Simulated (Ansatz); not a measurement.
**Ligand exchange: C2ClF3 + SiH3I → C2F3I + SiH3Cl**

Species: C2ClF3 `FC(F)=C(F)Cl`, singlet; SiH3I `[SiH3]I`, singlet; C2F3I (trifluoroiodoethylene) `FC(F)=C(F)I`, singlet; SiH3Cl (chlorosilane) `[SiH3]Cl`, singlet. The partners trade Cl for I: C–Cl and Si–I bonds give way to C–I and Si–Cl.

Shapes, held fixed at every level: PBE0-D4/def2-TZVP. Programs: Ansatz 0.2.0. The zero-point and thermal change to 298 K, harmonic and unscaled (PBE0-D4/def2-TZVP), is -0.1 kJ/mol.

(1) Estimate ΔH(298 K) of this reaction.

## Answers

(1) The highest level, CCSD(T)/def2-TZVPP, gives ΔH(298 K) = -25.6 kJ/mol; the levels span -25.8 to -11.0. The column of differences is taken from that level and isn't an error. No measured value is set beside it here. For atoms past krypton def2 sets carry core potentials with scalar relativity. Correlated rows may include outer-core shells of I, which these sets cover unevenly.

| level | kind | ΔH(298 K) (kJ/mol) | less CCSD(T)/def2-TZVPP |
| --- | --- | --- | --- |
| HF/def2-SVP | Hartree–Fock | -13.2 | +12.4 |
| SPW92/def2-TZVPP | LDA | -11.0 | +14.6 |
| B3LYP-D4/def2-TZVPP | global hybrid | -23.6 | +2.0 |
| r2SCAN0-D4/def2-TZVPP | global hybrid | -16.3 | +9.3 |
| wB97M-V/def2-TZVPP | range-separated hybrid | -22.1 | +3.5 |
| MP2/def2-TZVPP | perturbation theory | -25.8 | -0.2 |
| CCSD/def2-SVP | coupled cluster or CI | -11.7 | +13.9 |
| CCSD(T)/def2-TZVPP | coupled cluster or CI | -25.6 | 0.0 |
